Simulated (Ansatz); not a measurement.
Basis-set extrapolation for C₅H₄OS, SMILES `O=Cc1cccs1` (PBE0-D4/def2-TZVP geometry, frozen core, Ansatz). Multiplicity 1, RHF reference.

|  | def2-TZVPP | def2-QZVPP |
| --- | --- | --- |
| HF | -664.153667 | -664.176168 |
| MP2 correlation | -1.186219 | -1.269633 |
| CCSD(T) correlation | -1.270978 | not run |

Energies in hartree. Use E(X) = E(∞) + A·exp(−7.88·√X) for Hartree–Fock and E(X) = E(∞) + B·X^(−2.97) for correlation, with X = 3 and 4, and add CCSD(T) minus MP2 of the smaller set to the MP2 limit.

Problem. What is the CCSD(T) energy at the basis-set limit?

Solution. HF limit: -664.176168 + (-0.022501) × 0.13774 = -664.17927. MP2 limit: -1.269633 + (-0.083414) × 0.74074 = -1.33142. Higher-order term: -1.270978 − (-1.186219) = -0.08476. Total: -665.59545 hartree, 107.2 kcal/mol below CCSD(T)/def2-TZVPP.
